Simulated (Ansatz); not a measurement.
Consider the redistribution: `C[O][Ge][Cl]` + `CC[SiH2]O` → `[CH3][Ge][Cl]` + `COC[SiH2]O`.

Isolated molecules relaxed with PBE0-D4/def2-TZVP in Ansatz; ΔE leaves out vibrations. CCSD(T)/CBS adds triple-zeta CCSD(T) − MP2 to the extrapolated MP2 energy (def2 sets, frozen cores). DFT in def2-TZVPP. HSE06 is defined as in plane-wave codes. For Ge outer-core shells are correlated without core-valence functions, which leaves a few kJ/mol of doubt a bond. Scalar relativity is left out up to krypton. Each species was taken in one conformer, which may not be the lowest.

**Question.** Is it downhill or uphill in electronic energy at CCSD(T)/CBS, and by how much? (Best estimate.)

**Answer.** Computed: Uphill: ΔE = +162.1 kJ/mol.

**Question.** What do these levels give: B97M-V, HSE06-D4, r2SCANh, HSE06, CAM-B3LYP, CCSD/def2-TZVPP? (An estimate is asked.)

**Answer.** Computed: B97M-V 164.5, HSE06-D4 157.6, r2SCANh 162.6, HSE06 157.9, CAM-B3LYP 163.9, CCSD/def2-TZVPP 158.0 kJ/mol.

Largest T1 diagnostic among the species: 0.015.

At CCSD(T), def2-SVP lies +3.0 kJ/mol from the extrapolated value and def2-TZVPP −2.6 kJ/mol. From BLYP to BHLYP (50 % exact exchange), in def2-TZVPP and without D4, ΔE moves by −3.3 kJ/mol.
